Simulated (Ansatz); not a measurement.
`CNC(=O)[SiH2]Cl` + `[SiH3]N[SiH2]Cl` → `[SiH3]N([SiH2]Cl)[SiH2]Cl` + `CNC=O`  (ligand exchange at the Si–C bond)

Gas-phase electronic energies from Ansatz, PBE0-D4/def2-TZVP geometries. CCSD(T)/CBS is the MP2 limit (def2-TZVPP, def2-QZVPP) plus CCSD(T) − MP2 in def2-TZVPP, frozen cores. Functionals use def2-TZVPP. One conformer a species, not always the lowest.

```tsv
level	ΔE (kcal/mol)
PBE-D4	-12.9
PBE0-D4	-15.1
ωB97M-V	-16.3
r2SCAN	-14.4
PBE0	-13.5
SCS-MP2/def2-TZVPP	-17.1
HF/def2-QZVPP	-16.6
MP2/CBS(def2)	-17.5
```

(1) What does CCSD(T)/CBS give? (Estimate.)

Largest T1 diagnostic among the species: 0.015.

Results:

(1) Computed: -16.3 kcal/mol. The listed levels differ from it by 3.4, 1.2, 0.0, 1.9, 2.8, -0.8, -0.3, -1.2 kcal/mol.

From PBE to PBE0 (25 % exact exchange), in def2-TZVPP and without D4, ΔE moves by −2.4 kcal/mol. The D4 term adds −3.1 kcal/mol with B3LYP and −1.6 kcal/mol with PBE0; it sums over pairs of atoms, weighted by their polarisabilities, and B3LYP, whose exchange is more repulsive, gets the larger term.

B3LYP here is the variant with VWN-RPA as its local correlation; programs differ in this.
